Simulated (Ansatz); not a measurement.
Saddle point of CH$_{7}$NSn, closed shell (CH₇NSn ([CH3][NH2][SnH2]) → CH₅NSn ([CH3][N][SnH2]) + H₂; bonds formed: H2–H5; dative contacts that become bonds: Sn1–N3; bonds broken: H2–N3, N3–H5), PBE0-D4/def2-TZVP structure:

```csv
atom,x (Å),y (Å),z (Å)
Sn1,-1.2027,-1.4234,0.4240
H2,1.3929,-0.2398,0.4365
N3,0.3822,-0.2508,-0.0471
C4,0.2459,0.8544,-0.9865
H5,1.5968,0.5624,1.0764
H6,-0.6465,-2.4853,1.6662
H7,-2.4399,-0.4492,1.1569
H8,1.1435,1.4741,-0.9512
H9,-0.6148,1.4945,-0.7735
H10,0.1427,0.4631,-2.0019
```

Energies are electronic, without zero-point energy. Barriers and step energies count from the start structure reached by relaxing down the imaginary mode; all methods use the PBE0-D4 structures, on which another method's saddle can fall below an end. Program: Ansatz 0.2.0. Basis: def2-TZVPP, with def2-QZVPP for the basis limit. Cores are frozen in the correlated methods. Filled d shells of the heavier atoms are correlated. Core potentials replace the inner electrons of the atoms past krypton. The def2 sets are not built for correlating such inner shells, so the correlated values are less sure here. B3LYP uses VWN-RPA correlation. Extrapolation: Hartree–Fock as exp(−7.88 √X), correlation as X^−2.97.

```
      method  barrier (kcal/mol)  step energy (kcal/mol)
       SPW92                   ?                   70.05
      PBE-D4               85.26                   64.05
     BLYP-D4               85.03                   62.60
   r2SCAN-D4               90.84                   67.09
      B97M-V               91.09                   66.80
     PBE0-D4               98.08                   71.27
    B3LYP-D4                   ?                   68.98
  r2SCAN0-D4              101.48                   73.19
    BHLYP-D4              110.29                   76.73
CAM-B3LYP-D4              104.90                   72.61
     wB97X-V              110.02                   72.06
     wB97M-V              108.32                   72.89
      B2PLYP               96.80                   65.10
    PBE-QIDH              103.90                   70.06
  RPA on PBE               92.51                   62.40
          HF              131.40                   82.92
         MP2                   ?                   61.80
        CCSD              104.91                   69.57
     CCSD(T)               95.12                   64.44
```

Fill in the withheld barriers. (To be estimated.)

The calculation gives: SPW92 83.99; B3LYP-D4 95.61; MP2 99.34 kcal/mol. Each is the energy of the saddle less that of the start structure, by the same method.

For comparison, the barrier by CCSD(T) at an estimated basis limit (MP2 extrapolated from triple and quadruple zeta, plus CCSD(T) − MP2 in triple zeta) is 94.87 kcal/mol.

T1 diagnostic: at most 0.025. The restricted Hartree–Fock reference is unstable towards an unrestricted one at one or more of these structures. A large double-excitation amplitude points to some diradical character; no triplet was computed.

Labels in which every atom is bracketed show which atoms are joined, not bond orders.

For scale, one of the runs: CCSD(T)/def2-TZVPP, 210 basis functions, launched by `ansatz run in.yaml --threads 4 --pin off --events-out ev --progress --plain --max-ram 9574MiB`. The run took 66 s on 4 CPU threads of an Arm Neoverse V2 (shared host), with 3.2 GiB of host memory at its peak.
